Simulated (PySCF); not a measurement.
```xyz
3
charge 0 multiplicity 1, angstrom
As   -0.0566    0.0000   -0.3221
O    -1.3248    0.0000    0.6489
F     1.3386    0.0000    0.7238
```

Level of theory: PBE0/[As def2-TZVP, O def2-TZVP, F def2-TZVP], no relativity, density fitting, PySCF.

This geometry of AsOF is a stationary point at this level.

(1) What is the point group?

(2) Is it a minimum?

(3) Give the ideal-gas entropy at 298.15 K and 1 bar by parts.

(4) What is the atomisation energy, with and without zero-point energy?

Answers

(1) Cs.

(2) Yes: all harmonic wavenumbers are real.

(3) translation 167.5, rotation 97.5, vibration 7.3, spin 0.0; total 272.2 J/(mol K).

(4) 929 kJ/mol without, 916 kJ/mol with.

Other isomers or separated fragments may lie lower.
